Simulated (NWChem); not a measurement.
System: MoHS₂OCl; SMILES [OH][Mo](=[S])(=[S])[Cl]

Parts of the log:

```
             Northwest Computational Chemistry Package (NWChem) 7.3.0
             --------------------------------------------------------

 CS  symmetry detected

                             Geometry "geometry" -> ""
                             -------------------------

 Output coordinates in angstroms (scale by  1.889725989 to convert to a.u.)

  No.       Tag          Charge          X              Y              Z
 ---- ---------------- ---------- -------------- -------------- --------------
    1 Mo                  42.0000    -0.23711033     0.02780352     0.00000000
    2 S                   16.0000     0.69549926     0.93043781    -1.71593862
    3 S                   16.0000     0.69549926     0.93043781     1.71593862
    4 Cl                  17.0000     0.36821947    -2.04671493     0.00000000
    5 O                    8.0000    -1.96070799     0.39345511     0.00000000
    6 H                    1.0000    -2.87140960     0.70475551     0.00000000

 Effective nuclear repulsion energy (a.u.)     811.7176729171

      Symmetry information
      --------------------

 Group name             Cs
 Group number              2
 Group order               2
 No. of unique centers     5

                                Z-matrix (autoz)
                                --------

 Units are Angstrom for bonds and degrees for angles

      Type          Name      I     J     K     L     M      Value
      ----------- --------  ----- ----- ----- ----- ----- ----------
    1 Stretch                  1     2                       2.15150
    2 Stretch                  1     3                       2.15150
    3 Stretch                  1     4                       2.16103
    4 Stretch                  1     5                       1.76196
    5 Stretch                  5     6                       0.96244
    6 Bend                     1     5     6               173.10570
    7 Bend                     2     1     3               105.79438
    8 Bend                     2     1     4               106.33913
    9 Bend                     2     1     5               109.69224
   10 Bend                     3     1     4               106.33913
   11 Bend                     3     1     5               109.69224
   12 Bend                     4     1     5               118.24427
   13 Torsion                  2     1     5     6         -57.89718
   14 Torsion                  3     1     5     6          57.89718
   15 Torsion                  4     1     5     6         180.00000

                           NWChem Geometry Optimization
                           ----------------------------

 maximum gradient threshold         (gmax) =   0.000450
 rms gradient threshold             (grms) =   0.000300
 maximum cartesian step threshold   (xmax) =   0.001800
 rms cartesian step threshold       (xrms) =   0.001200
 fixed trust radius                (trust) =   0.300000
 source of zmatrix                         =   autoz

          -------------------
          Energy Minimization
          -------------------

 Using diagonal initial Hessian
 Scaling for Hessian diagonals: bonds = 1.00  angles = 0.25  torsions = 0.10

          --------
          Step   0

                                 NWChem DFT Module
                                 -----------------

 Summary of "ao basis" -> "ao basis" (spherical)
 ------------------------------------------------------------------------------
       Tag                 Description            Shells   Functions and Types
 ---------------- ------------------------------  ------  ---------------------
 Mo                         def2-svp                11       31   5s3p2d1f
 S                          def2-svp                 8       18   4s3p1d
 Cl                         def2-svp                 8       18   4s3p1d
 O                          def2-svp                 6       14   3s2p1d
 H                          def2-svp                 3        5   2s1p

      Symmetry analysis of basis
      --------------------------

        a'         66
        a"         38

[...]

      ----------------------
      Optimization converged
      ----------------------

  Step       Energy      Delta E   Gmax     Grms     Xrms     Xmax
  ---- ---------------- -------- -------- -------- -------- --------
@   10   -1399.80696688 -5.2D-08  0.00002  0.00001  0.00011  0.00026
                                     ok       ok       ok       ok

                                Z-matrix (autoz)
                                --------

 Units are Angstrom for bonds and degrees for angles

      Type          Name      I     J     K     L     M      Value     Gradient
      ----------- --------  ----- ----- ----- ----- ----- ---------- ----------
    1 Stretch                  1     2                       2.09868    0.00000
    2 Stretch                  1     3                       2.09868    0.00000
    3 Stretch                  1     4                       2.25704   -0.00002
    4 Stretch                  1     5                       1.83651   -0.00001
    5 Stretch                  5     6                       0.96408   -0.00001
    6 Bend                     1     5     6               136.08229   -0.00000
    7 Bend                     2     1     3               107.29161    0.00000
    8 Bend                     2     1     4               109.40678    0.00000
    9 Bend                     2     1     5               109.37549   -0.00001
   10 Bend                     3     1     4               109.40678    0.00000
   11 Bend                     3     1     5               109.37549   -0.00001
   12 Bend                     4     1     5               111.87415    0.00001
   13 Torsion                  2     1     5     6         -58.61846    0.00000
   14 Torsion                  3     1     5     6          58.61846   -0.00000
   15 Torsion                  4     1     5     6         180.00000    0.00000

                         Geometry "geometry" -> "geometry"
                         ---------------------------------

 Output coordinates in angstroms (scale by  1.889725989 to convert to a.u.)

  No.       Tag          Charge          X              Y              Z
 ---- ---------------- ---------- -------------- -------------- --------------
    1 Mo                  42.0000    -0.20791140     0.01677915     0.00000000
    2 S                   16.0000     0.58478772     0.97557179    -1.69021277
    3 S                   16.0000     0.58478772     0.97557179     1.69021277
    4 Cl                  17.0000     0.42647932    -2.14927466     0.00000000
    5 O                    8.0000    -2.03581099     0.19439508     0.00000000
    6 H                    1.0000    -2.66234229     0.92713165     0.00000000

 Effective nuclear repulsion energy (a.u.)     807.0088685024

      Symmetry information
      --------------------

 Group name             Cs
 Group number              2
 Group order               2
 No. of unique centers     5

                Final and change from initial internal coordinates
                --------------------------------------------------

                                Z-matrix (autoz)
                                --------

 Units are Angstrom for bonds and degrees for angles

      Type          Name      I     J     K     L     M      Value       Change
      ----------- --------  ----- ----- ----- ----- ----- ---------- ----------
    1 Stretch                  1     2                       2.09868   -0.05282
    2 Stretch                  1     3                       2.09868   -0.05282
    3 Stretch                  1     4                       2.25704    0.09601
    4 Stretch                  1     5                       1.83651    0.07455
    5 Stretch                  5     6                       0.96408    0.00164
    6 Bend                     1     5     6               136.08229  -37.02341
    7 Bend                     2     1     3               107.29161    1.49723
    8 Bend                     2     1     4               109.40678    3.06765
    9 Bend                     2     1     5               109.37549   -0.31674
   10 Bend                     3     1     4               109.40678    3.06765
   11 Bend                     3     1     5               109.37549   -0.31674
   12 Bend                     4     1     5               111.87415   -6.37012
   13 Torsion                  2     1     5     6         -58.61846   -0.72128
   14 Torsion                  3     1     5     6          58.61846    0.72128
   15 Torsion                  4     1     5     6         180.00000    0.00000

 ==============================================================================
                                internuclear distances
 ------------------------------------------------------------------------------
       center one      |      center two      | atomic units |  angstroms
 ------------------------------------------------------------------------------
    2 S                |   1 Mo               |     3.96594  |     2.09868
    3 S                |   1 Mo               |     3.96594  |     2.09868
    4 Cl               |   1 Mo               |     4.26519  |     2.25704
    5 O                |   1 Mo               |     3.47050  |     1.83651
    6 H                |   5 O                |     1.82184  |     0.96408
 ------------------------------------------------------------------------------
                         number of included internuclear distances:          5
 ==============================================================================
```

Level: PBE0/def2-SVP with def2 effective core potentials on Mo. Not confirmed as a minimum by frequencies. def2 effective core potentials on Mo; no spin-orbit coupling.

Problem. Reconstruct the input file.

Solution. This is not unique; one that fits is the input that was run:
```
start job
memory heap 200 mb stack 900 mb global 1100 mb
geometry units angstroms
  Mo    -0.193785    -0.148132    -0.004170
  S      1.214810    -0.697422    -1.534907
  S      0.864419    -0.335003     1.859745
  Cl    -0.589312     1.959679    -0.270145
  O     -1.558874    -1.261927    -0.026141
  H     -2.227023    -1.954632    -0.021429
end
basis spherical
  * library def2-svp
end
ecp
  Mo library def2-ecp
end
dft
  xc pbe0
  iterations 150
end
driver
  maxiter 120
end
task dft optimize
```
